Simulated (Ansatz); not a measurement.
Gas-phase electronic energies from Ansatz, PBE0-D4/def2-TZVP geometries. CCSD(T)/CBS adds triple-zeta CCSD(T) − MP2 to the extrapolated MP2 energy (def2 sets, frozen cores). Functionals use def2-TZVPP. B3LYP here is the variant with VWN-RPA as its local correlation; programs differ in this. For Ga outer-core shells are correlated without core-valence functions, which leaves a few kJ/mol of doubt a bond. Scalar relativity is left out up to krypton. One conformer a species, not always the lowest.

`CB(N)[SiH2]C#N` + `[GaH3]` → `N#C[SiH2][GaH2]` + `CBN`  (formal exchange of groups at the Si–B bond)

| level | ΔE (kJ/mol) | difference from CCSD(T)/CBS |
| --- | --- | --- |
| PBE-D4 | -28.0 | 1.5 |
| r2SCAN-D4 | -27.6 | 1.9 |
| ωB97X-V | -25.1 | 4.4 |
| ωB97M-V | -26.4 | 3.1 |
| PBE | -31.2 | -1.7 |
| r2SCAN | -28.9 | 0.6 |
| PBE0 | -31.2 | -1.7 |
| B3LYP | -33.3 | -3.8 |
| HF/def2-TZVPP | -32.5 | -3.0 |
| SCS-MP2/def2-TZVPP | -28.1 | 1.4 |
| CCSD/def2-TZVPP | -29.4 | 0.1 |
| CCSD(T)/def2-TZVPP | -27.9 | 1.6 |
| HF/def2-QZVPP | -32.1 | -2.6 |
| MP2/def2-QZVPP | -28.5 | 1.0 |
| SCS-MP2/def2-QZVPP | -28.5 | 1.0 |
| MP2/CBS(def2) | -29.3 | 0.2 |
| CCSD(T)/CBS | -29.5 | 0 |

Largest T1 diagnostic among the species: 0.014.

In def2-TZVPP, CCSD(T) changes the Hartree–Fock value by +4.6 kJ/mol (the triples alone add +1.4 kJ/mol) and MP2 by +4.8 kJ/mol. The D4 term adds +4.6 kJ/mol with B3LYP and +2.8 kJ/mol with PBE0; it sums over pairs of atoms, weighted by their polarisabilities, and B3LYP, whose exchange is more repulsive, gets the larger term.
